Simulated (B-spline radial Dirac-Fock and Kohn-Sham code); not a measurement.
## Satellites and hypersatellites of the K lines of Cr⁶⁺

System: Cr⁶⁺ in the configuration [Ne] 3s2 3p6.

Calculated with an atomic code on a B-spline grid, using Dirac-Fock energy differences between relaxed states, corrected for Breit and QED terms. Each two-hole energy is an average over J within one jj subconfiguration, not an observable level; in light atoms, where LS coupling holds, the j-resolved values are not observed lines, and for a K spectator the Kα1 hypersatellite is nearly forbidden. The model has no electron correlation.

Lines without a spectator: Kα2 (K-L2) 5401.7 eV, Kα1 (K-L3) 5410.2 eV, Kβ3 (K-M2) 5960.7 eV, Kβ1 (K-M3) 5962.0 eV. Shifts in eV with one spectator hole (a dash: not computed, or left out as unreliable):

```tsv
spectator hole	Kα2	Kα1	Kβ3	Kβ1
L2 (2p1/2)	+22.43	+27.53	–	+68.3
L3 (2p3/2)	+25.94	+24.75	+66.6	–
M2 (3p1/2)	–	+2.42	+8.69	+10.26
M3 (3p3/2)	+2.25	–	+9.95	+9.53
```

Question: Where does the K-L3 hypersatellite lie, emitted when both K electrons are missing?

Answer: +251.5 eV from the normal line, at 5661.6 eV. Removing both K electrons costs 12593.0 eV, which is 351.0 eV more than twice the K binding energy. In light atoms the observed hypersatellite is the ¹S₀ → ¹P₁ component, which lies below this average, and the triplet component is nearly forbidden.

With n spectator holes in 2p, averaged over the 2p shell (energies in eV):

```tsv
n	KαLⁿ	step	hypersatellite KαʰLⁿ
0	5407.3	–	5658.3
1	5433.0	+25.7	5685.3
2	5460.1	+27.1	5713.8
3	5488.5	+28.4	5743.6
4	5518.3	+29.8	5774.7
5	5549.5	+31.2	5807.3
```
